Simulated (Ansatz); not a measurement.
`[Cl][Ga]([Cl])[Br]` + H₂O → `[OH][Ga]([Cl])[Br]` + HCl at 700 K and 1 bar (formal hydrolysis of a Ga–Cl bond).

Program: Ansatz. Geometries: PBE0-D4/def2-TZVP. ΔE: electronic, gas phase. CCSD(T)/CBS is the MP2 limit (def2-TZVPP, def2-QZVPP) plus CCSD(T) − MP2 in def2-TZVPP, frozen cores. This one scheme is used for every species. For Br, Ga outer-core shells are correlated without core-valence functions, which leaves a few kJ/mol of doubt a bond. Scalar relativity is left out up to krypton. One conformer a species, not always the lowest.

```json
{"species": "`[Cl][Ga]([Cl])[Br]`", "CCSD(T)/CBS energy (Eh)": "-5416.98025", "H − E (kJ/mol)": "59.3", "S (J/(mol·K))": "414.3"}
{"species": "H₂O", "CCSD(T)/CBS energy (Eh)": "-76.37941", "H − E (kJ/mol)": "80.5", "S (J/(mol·K))": "218.4"}
{"species": "`[OH][Ga]([Cl])[Br]`", "CCSD(T)/CBS energy (Eh)": "-5032.95761", "H − E (kJ/mol)": "96.6", "S (J/(mol·K))": "423.1"}
{"species": "HCl", "CCSD(T)/CBS energy (Eh)": "-460.38127", "H − E (kJ/mol)": "38.4", "S (J/(mol·K))": "211.8"}
```

H − E and S are ideal-gas, rigid-rotor, harmonic terms from PBE0-D4/def2-TZVP, for one conformer and one mirror image of each species. 1 Eh = 2625.50 kJ/mol, R = 8.31446 J/(mol·K).

Task: By hand: ΔE, ΔH, ΔS and ΔG.

Result: ΔE = (-5032.95761) + (-460.38127) − (-5416.98025) − (-76.37941) = 0.02078 Eh = 54.6 kJ/mol. Δ(H − E) = 96.6 + 38.4 − 59.3 − 80.5 = -4.8, so ΔH = 49.8 kJ/mol. ΔS = 423.1 + 211.8 − 414.3 − 218.4 = 2.2 J/(mol·K). ΔG = 49.8 − 700 × (2.2)/1000 = 48.3 kJ/mol.

Task: By hand: the equilibrium constant, and the temperature at which ΔG would vanish if ΔH and ΔS stayed fixed.

Result: log₁₀ K = −ΔG/(RT ln 10) = -3.6. ΔG = 0 at ΔH/ΔS = 22636 K, far beyond where these terms or the molecules hold.

The number of gas molecules stays the same, so ΔS is small and ΔH decides. A doubt of 5 kJ/mol in ΔE shifts log₁₀ K by 0.4 here. Other conformers and mirror images would add mixing entropy, several J/(mol·K) or more a flexible species. These are equilibria of isolated gas molecules and say nothing of rates. Largest T1 diagnostic: 0.011 (customary marks: 0.02 for closed shells, 0.045 for open ones).
